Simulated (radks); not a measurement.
Excited configurations of Mn XVIII: one electron is placed in a higher orbital outside [He] 2s2 2p3. The ground configuration is [He] 2s2 2p4. All-electron calculation, Dirac Kohn-Sham, LDA (Slater exchange, Perdew-Wang correlation), spin-unpolarised, spherical densities, finite nucleus; open shells fill j = l - 1/2 first; Fermi nuclear charge, rms radius 3.7057 fm. Program: a radial shooting solver on a logarithmic mesh with Libxc functionals. Excitation = E - E(ground); binding = E(ion) - E, where the ion is the core of charge +18; n* = 18/sqrt(2 binding) in atomic units. These energies are relativistic, and a one-electron ion of charge +18 with no core already has n* below n in this formula (Dirac formula, point nucleus: 3p1/2 2.993, 4p1/2 3.993, 4d3/2 3.997, 6s1/2 5.992, 6d3/2 5.997, 6f5/2 5.998, 7d3/2 6.997). The quantum defect is therefore taken as that value minus n*, so that it holds no relativistic shift of the bare ion.

outer orbital  excitation (eV)  binding (eV)  quantum defect  eigenvalue (eV)  <r> (bohr)
3p1/2                   778.94        545.69           0.151          -529.06      0.6210
4p1/2                   1026.1        298.51           0.150          -290.39       1.178
4d3/2                   1040.1        284.50           0.061          -275.89       1.124
6s1/2                   1192.3        132.36           0.221          -129.17       2.779
6d3/2                   1199.1        125.57           0.072          -122.34       2.762
6f5/2                   1201.3        123.36           0.020          -119.95       2.644
7d3/2                   1232.5        92.083           0.078          -89.813       3.829

The Delta-SCF ionisation energy is 1324.6 eV (NIST Atomic Spectra Database: 1320 eV, semi-empirical). Self-interaction in the functional shifts the binding energies and quantum defects, so they are the method's values and not measured ones. Spin polarisation and multiplet splitting are left out, so open shells lie too high by an amount that depends on their filling.

Beside tabulated values, note that spin-unpolarised runs miss the spin-polarisation part of the exchange energy of open shells.
